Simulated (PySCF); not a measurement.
**Ionisation energy along the 5-electron series**

Calculated with PySCF 2.14 and a two-component X2C-1e Hamiltonian (Gaussian nucleus, no Breit or QED terms), each ion in its own even-tempered basis scaled to its charge; GMP2 freezes nothing and drops the highest virtual spinors. Values in eV. NIST values: (m) measured, (s) semi-empirical, (t) theoretical.

```
  ion  configuration  GHF (spin-free)  GMP2 (spin-free)  GHF (screened spin-orbit)  GMP2 (screened spin-orbit)            NIST
Yb⁶⁵⁺   [He] 2s2 2p1          15774.7           15774.4                    16590.3                     16587.9  16570 ± 30 (t)
Lu⁶⁶⁺   [He] 2s2 2p1          16267.1           16266.8                    17138.0                     17135.6  17120 ± 40 (t)
Hf⁶⁷⁺   [He] 2s2 2p1          16767.9           16767.6                    17697.2                     17694.8  17680 ± 40 (t)
```

Between Z = 70 and Z = 72 the GMP2 (screened spin-orbit) value grows as Z to the power 2.29.
